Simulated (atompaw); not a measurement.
**What one change does to a pseudopotential (lutetium (Lu), PAW (atompaw))**

lutetium (Lu), PAW, made with atompaw 4.2.0.5 (PBE, scalar-relativistic). Core [Kr] 4d10, reference 4f14 5s2 5p6 5d1 6s2 6p0. Waves: 5s (bound): rc 1.80 bohr; 6s (bound): rc 1.55 bohr; 5p (bound): rc 2.10 bohr; 6p (bound, empty): rc 2.10 bohr; 5d (bound): rc 0.80 bohr; 5d channel at 3.35 Ry: rc 0.80 bohr; 4f (bound): rc 0.95 bohr; 4f channel at -0.3 Ry: rc 0.95 bohr. Local part: troulliermartins scheme with l = 4 at 0.5 Ry, radius 1.80 bohr. Core correction: smooth core density matched at 1.50 bohr. Augmentation charge: sinc compensation charge, radius 1.60 bohr; PAW radius 2.10 bohr; waves and projectors: custom polynom vanderbiltortho.

Change: augmentation sinc compensation charge, radius 1.60 bohr; PAW radius 2.10 bohr; waves and projectors: custom rrkj gramschmidtortho.

Cutoffs: the cutoffs (Ry, on a coarse ladder) from which the occupation-weighted sum of valence levels, in a spherical-Bessel basis at the reference potential, stays within 10 and 1 mRy of its value at 400 Ry; they do not see the model core or the augmentation charge, which bear on the density cutoff.

Question: What does the change do?

Answer: Both files keep a bound ghost (d); the range in which the p phases agree narrows (upper end at the end of the scan → 3.0).

```csv
quantity,base,changed
"cutoff, loose",300 Ry,260 Ry
"cutoff, tight",over 300 Ry,over 300 Ry
loose cutoff by channel (10 mRy a level),"s 12 Ry, p 15 Ry, d 120 Ry, f 180 Ry","s 15 Ry, p 15 Ry, d 230 Ry, f 140 Ry"
bound ghosts,d,d
s: phases at 2.10 bohr within 0.05 rad from the reference energy up to (Ry; the scan ends near 5),to the end of the scan,to the end of the scan
p: phases at 2.10 bohr within 0.05 rad from the reference energy up to (Ry; the scan ends near 5),to the end of the scan,3.0
d: phases at 2.10 bohr within 0.05 rad from the reference energy up to (Ry; the scan ends near 5),to the end of the scan,to the end of the scan
f: phases at 2.10 bohr within 0.05 rad from the reference energy up to (Ry; the scan ends near 5),to the end of the scan,to the end of the scan
lowest overlap eigenvalue by channel,"s 0.16, p 0.88, d 0.96, f 0.99","s 0.26, p 0.03, d 0.12, f 0.94"
```

 A true bound ghost makes a file unfit for plane-wave use even where its test errors are small: the radial tests pick states by their node count and pass the ghost by. The cutoffs see the waves, projectors and local potential, not the compensation charge or the core.
